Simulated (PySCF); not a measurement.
Stepwise substitution at one centre (Ga NH2-SiH3). Gas-phase values, no solvent. One relaxed conformer stands for each flexible species; it need not be the lowest. Strings in code marks are SMILES.

The S1 excitation (TDA) from two functionals at the same geometries (r2SCAN-D4/def2-TZVP), both in PySCF: PBE-D3(BJ)/def2-TZVP and r2SCAN-D4/def2-TZVP. Excitations are Tamm–Dancoff values on a coarser integration grid. The basis has no diffuse functions, so Rydberg states are missing or too high.

| species | r2SCAN-D4/def2-TZVP (eV) |
|---|---|
| 0 of 3 NH2 replaced by SiH3 (`[NH2][Ga]([NH2])[NH2]`) | 5.55 |
| 1 of 3 NH2 replaced by SiH3 (`[NH2][Ga]([NH2])[SiH3]`) | 5.22 |
| 2 of 3 NH2 replaced by SiH3 (`[NH2][Ga]([SiH3])[SiH3]`) | 4.49 |
| 3 of 3 NH2 replaced by SiH3 (`[SiH3][Ga]([SiH3])[SiH3]`) | 3.41 |

Question: What does PBE-D3(BJ)/def2-TZVP give for each?

Answer: 
- 0 of 3 NH2 replaced by SiH3 (`[NH2][Ga]([NH2])[NH2]`): 4.81
- 1 of 3 NH2 replaced by SiH3 (`[NH2][Ga]([NH2])[SiH3]`): 4.84
- 2 of 3 NH2 replaced by SiH3 (`[NH2][Ga]([SiH3])[SiH3]`): 4.22
- 3 of 3 NH2 replaced by SiH3 (`[SiH3][Ga]([SiH3])[SiH3]`): 3.15
Over these rows, drawn at random from the members with no instability flagged (it was tested for open shells, ions and some series alone), PBE minus r2SCAN-D4: mean -0.41 eV, from -0.74 eV to -0.25 eV.
